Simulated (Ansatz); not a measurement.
Monolayer molecule family: binding per atom (eV) at several levels, gas phase, relaxed structures; Ansatz. Core potentials for Ag in the def2 sets, no spin–orbit coupling. Binding counts from free atoms in the multiplicity of their measured ground term, without zero-point energy. A dash marks a value that wasn't run or was left out as unsound. The structures are stationary points that may keep the symmetry of their start. Correlated methods freeze inner cores and use unrestricted references for open shells. Remarks come from the PBE and PBE0 runs and from stability tests at other levels; not every state was tested.

```json
{"species": "[Cu][S]c1ccc(C#Cc2ccc(C#Cc3ccccc3)cc2)cc1", "state": "singlet", "geometry": "PBE-D4/def2-SVP", "PBE-D4/def2-SVP": "5.60", "PBE-D4/def2-TZVP": "5.50", "r2SCAN-D4/def2-TZVP": "5.31", "PBE0-D4/def2-SVP": "5.46", "PBE0-D4/def2-TZVP": "5.37", "MP2/def2-SVP": "–", "remarks": "restricted SCF unstable in HF"}
{"species": "C[Si](C)(Cl)CCC(F)(F)C(F)(F)C(F)(F)C(F)(F)C(F)(F)C(F)(F)F", "state": "singlet", "geometry": "r2SCAN-D4/def2-SVP", "PBE-D4/def2-SVP": "4.57", "PBE-D4/def2-TZVP": "4.46", "r2SCAN-D4/def2-TZVP": "4.32", "PBE0-D4/def2-SVP": "4.41", "PBE0-D4/def2-TZVP": "4.32", "MP2/def2-SVP": "4.23", "remarks": "–"}
{"species": "[Ag][S]c1ccc(C#Cc2ccc(C#Cc3ccccc3)cc2)cc1", "state": "singlet", "geometry": "PBE-D4/def2-SVP", "PBE-D4/def2-SVP": "5.58", "PBE-D4/def2-TZVP": "5.49", "r2SCAN-D4/def2-TZVP": "5.30", "PBE0-D4/def2-SVP": "5.44", "PBE0-D4/def2-TZVP": "5.36", "MP2/def2-SVP": "–", "remarks": "restricted SCF unstable in HF"}
{"species": "FC(F)(F)C(F)(F)C(F)(F)C(F)(F)C(F)(F)C(F)(F)C(F)(F)C(F)(F)CC[Si](Cl)(Cl)Cl", "state": "singlet", "geometry": "PBE-D4/def2-SVP", "PBE-D4/def2-SVP": "4.71", "PBE-D4/def2-TZVP": "4.56", "r2SCAN-D4/def2-TZVP": "4.39", "PBE0-D4/def2-SVP": "4.50", "PBE0-D4/def2-TZVP": "4.38", "MP2/def2-SVP": "4.32", "remarks": "–"}
{"species": "C#CCCCCCCCCCC=C", "state": "singlet", "geometry": "PBE-D4/def2-SVP", "PBE-D4/def2-SVP": "4.48", "PBE-D4/def2-TZVP": "4.43", "r2SCAN-D4/def2-TZVP": "4.34", "PBE0-D4/def2-SVP": "4.42", "PBE0-D4/def2-TZVP": "4.37", "MP2/def2-SVP": "4.23", "remarks": "–"}
{"species": "Cl[Si](Cl)(Cl)Cc1ccc(-c2cnc(-c3ccccc3)nc2)cc1", "state": "singlet", "geometry": "PBE-D4/def2-SVP", "PBE-D4/def2-SVP": "5.32", "PBE-D4/def2-TZVP": "5.25", "r2SCAN-D4/def2-TZVP": "5.07", "PBE0-D4/def2-SVP": "5.20", "PBE0-D4/def2-TZVP": "5.13", "MP2/def2-SVP": "4.96", "remarks": "–"}
{"species": "CCCCCCCCCCCC[Si](C)(C)Cl", "state": "singlet", "geometry": "PBE-D4/def2-SVP", "PBE-D4/def2-SVP": "4.25", "PBE-D4/def2-TZVP": "4.21", "r2SCAN-D4/def2-TZVP": "4.15", "PBE0-D4/def2-SVP": "4.21", "PBE0-D4/def2-TZVP": "4.17", "MP2/def2-SVP": "4.01", "remarks": "–"}
{"species": "C=CC12CC3CC(CC(C3)C1)C2", "state": "singlet", "geometry": "r2SCAN-D4/def2-SVP", "PBE-D4/def2-SVP": "4.71", "PBE-D4/def2-TZVP": "4.65", "r2SCAN-D4/def2-TZVP": "4.55", "PBE0-D4/def2-SVP": "4.66", "PBE0-D4/def2-TZVP": "4.59", "MP2/def2-SVP": "4.45", "remarks": "–"}
{"species": "O[Si](O)(O)CCCCc1c(F)c(F)c(F)c(F)c1F", "state": "singlet", "geometry": "r2SCAN-D4/def2-SVP", "PBE-D4/def2-SVP": "4.88", "PBE-D4/def2-TZVP": "4.82", "r2SCAN-D4/def2-TZVP": "4.68", "PBE0-D4/def2-SVP": "4.74", "PBE0-D4/def2-TZVP": "4.69", "MP2/def2-SVP": "4.55", "remarks": "–"}
{"species": "OB(O)CCCCc1ccc(/N=N/c2ccccc2)cc1", "state": "singlet", "geometry": "PBE-D4/def2-SVP", "PBE-D4/def2-SVP": "5.07", "PBE-D4/def2-TZVP": "5.00", "r2SCAN-D4/def2-TZVP": "4.84", "PBE0-D4/def2-SVP": "4.96", "PBE0-D4/def2-TZVP": "4.88", "MP2/def2-SVP": "4.74", "remarks": "–"}
```
